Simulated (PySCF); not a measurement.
# Magnetic susceptibility: `[GeH2]([C]#C)[CH2]/C(C)=C\Cl`, C6H9ClGe

Geometry:
| atom | x (Å) | y (Å) | z (Å) |
| --- | --- | --- | --- |
| C1 | 3.858 | 0.185 | 0.943 |
| C2 | 2.913 | -0.125 | 0.267 |
| Ge3 | 1.386 | -0.617 | -0.767 |
| C4 | -0.158 | -0.613 | 0.502 |
| C5 | -1.363 | 0.083 | -0.033 |
| C6 | -1.980 | 1.142 | 0.826 |
| C7 | -1.865 | -0.216 | -1.223 |
| Cl8 | -1.114 | -1.408 | -2.209 |
| H9 | 4.693 | 0.456 | 1.526 |
| H10 | 1.718 | -1.958 | -1.351 |
| H11 | 1.273 | 0.424 | -1.842 |
| H12 | -0.405 | -1.655 | 0.718 |
| H13 | 0.156 | -0.153 | 1.439 |
| H14 | -2.276 | 0.719 | 1.786 |
| H15 | -1.252 | 1.929 | 1.018 |
| H16 | -2.854 | 1.579 | 0.349 |
| H17 | -2.736 | 0.242 | -1.659 |

Method: GIAO KT3/pcSseg-1 magnetisability, rotational g tensor and spin-rotation constants, non-relativistic, gas phase (PySCF 2.14.0). Geometry: GFN2-xTB.

The calculation is non-relativistic, which matters for the atoms heavier than Zn.

(1) How diamagnetic is it, and how anisotropic?

(2) Split it along the inertial axes a, b, c into diamagnetic and paramagnetic parts about the centre of mass, with the quadrupole moment.

(3) And the rotational g tensor?

## Answers

(1) Isotropic -1667 × 10⁻³⁰ J/T², or -100.4 × 10⁻⁶ cm³/mol; principal values -1756, -1637, -1609 × 10⁻³⁰ J/T², anisotropy 136 × 10⁻³⁰ J/T² (root of half the summed squared differences of the principal values). The susceptibility is in cgs units.

(2) 
| axis | χ (10⁻⁶ cm³/mol) | diamagnetic (10⁻⁶ cm³/mol) | paramagnetic (10⁻⁶ cm³/mol) | summed x² of all electrons (Å²) | quadrupole Θ (D Å) |
| --- | --- | --- | --- | --- | --- |
| a | -102.8 | -754.4 | 651.6 | 344.7 | +2.90 |
| b | -98.3 | -1583.7 | 1485.4 | 149.2 | +1.20 |
| c | -100.1 | -2095.3 | 1995.2 | 28.6 | -4.09 |

Anisotropies 2χaa − χbb − χcc = -7.3 and 2χbb − χaa − χcc = +6.4 × 10⁻⁶ cm³/mol. Θ is traceless in Buckingham's convention.

(3) 
| axis | rotational constant (GHz) | g | nuclear part | electronic part |
| --- | --- | --- | --- | --- |
| a | 1.9497 | -0.0134 | 0.5835 | -0.5968 |
| b | 0.7806 | -0.0067 | 0.5381 | -0.5447 |
| c | 0.5826 | -0.0036 | 0.5425 | -0.5461 |

Asymmetric top; isotopes 12C, 35Cl, 74Ge, 1H; no vibrational averaging.
